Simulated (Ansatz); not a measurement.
Cost and result for the atomization energy of CH5NSeSi (`N=C([SiH3])[SeH]`) (9 atoms, 8 bonds).

Cartesian coordinates in Å:
```
N -0.423 1.750 -0.795
C 0.026 0.581 -0.618
Si -0.205 -0.499 0.920
Se 1.043 -0.164 -2.068
H -0.951 2.075 0.015
H -1.011 0.286 1.891
H 1.121 -0.837 1.495
H -0.910 -1.751 0.548
H 1.310 -1.440 -1.388
```

Total charge 0; spin multiplicity 1. Correlated methods include outer-core shells of Se, which these sets cover unevenly. Scalar relativity is left out up to krypton. The structure was optimised at the PBE0-D4/def2-TZVP level. It is one conformer, not always the lowest. Program: Ansatz. All runs use 4 threads of an Arm Neoverse V2 on a shared host. Times are those of one run each, without the atoms' runs, and a repeat can differ threefold. Electronic energies, without spin–orbit coupling; frozen cores. CCSD(T)/CBS adds CCSD(T) − MP2 in def2-TZVPP to the MP2 limit, and its time is that of the two runs behind it. T1 = 0.012. With those shells the extrapolation isn't a true limit. B3LYP takes the VWN-RPA correlation (the form of Gaussian; ORCA's B3LYP/G).

CCSD(T)/CBS is a level of theory with its own doubt, some kJ/mol a heavy atom from the limit and from the frozen cores, so smaller differences don't rank the functionals.

```
                             level  functions  wall time  atomization (kJ/mol)  difference from CCSD(T)/CBS  per bond
   PBE-D4/def2-TZVPP (with forces)        222      1.7 s                2970.3                         65.3       8.2
                PBE0-D4/def2-TZVPP        222      2.3 s                2896.5                         -8.5      -1.1
 B3LYP-D4/def2-TZVPP (with forces)        222      3.3 s                2913.6                          8.6       1.1
r2SCAN-D4/def2-TZVPP (with forces)        222      3.6 s                2903.2                         -1.8      -0.2
                 B2PLYP/def2-TZVPP        222      3.9 s                2865.4                        -39.6      -4.9
                ωB97X-V/def2-TZVPP        222        6 s                2918.2                         13.2       1.7
  ωB97M-V/def2-TZVPP (with forces)        222      8.5 s                2902.3                         -2.7      -0.3
                    MP2/def2-QZVPP        423       15 s                2892.7                        -12.3      -1.5
                CCSD(T)/def2-TZVPP        222       79 s                2812.3                        -92.7     -11.6
                 CCSD(T)/CBS(def2)          –       94 s                2905.0                          0.0       0.0
```

From PBE to PBE0 (25 % exact exchange), in def2-TZVPP and without D4, the atomization energy moves by −70.4 kJ/mol: exact exchange takes away binding that semilocal exchange gives to molecules. In def2-TZVPP, CCSD(T) changes the Hartree–Fock value by +851.8 kJ/mol (the triples alone add +57.5 kJ/mol) and MP2 by +877.3 kJ/mol; breaking electron pairs costs correlation energy, which Hartree–Fock lacks. The D4 term adds +35.5 kJ/mol with B3LYP and +18.4 kJ/mol with PBE0; it sums over pairs of atoms, weighted by their polarisabilities, and B3LYP, whose exchange is more repulsive, gets the larger term.
